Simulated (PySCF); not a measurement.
Bonds: Si1-O2, Si1-O7, Si1-O12, Si1-O17, O2-C3, O7-C8, O12-C13, O17-C18. C3 carries H4, H5, H6; C8 carries H9, H10, H11; C13 carries H14, H15, H16; C18 carries H19, H20, H21.

Geometry: PBE0-D3(BJ)/def2-SVP; GIAO absolute shieldings from PySCF 2.14, gas phase, non-relativistic, averaged over equivalent atoms.

At PBE0/pcSseg-1 (220 basis functions):
```tsv
atoms	σ (ppm)
Si1	433.9
O2/O7/O12/O17	316.4
C3/C8/C13/C18	132.0
H4/H5/H6/H9/H10/H11/H14/H15/H16/H19/H20/H21	27.70
```

**Question.** Estimate the result of repeating the calculation with KT2/pcSseg-1.

**Answer.** 
```tsv
atoms	σ at KT2/pcSseg-1	change
Si1	441.5	+7.6
O2/O7/O12/O17	303.7	-12.7
C3/C8/C13/C18	129.4	-2.6
H4/H5/H6/H9/H10/H11/H14/H15/H16/H19/H20/H21	27.51	-0.19
```

The largest change is at O2/O7/O12/O17 (oxygen bonded to C, Si). Cost: 220 basis functions.
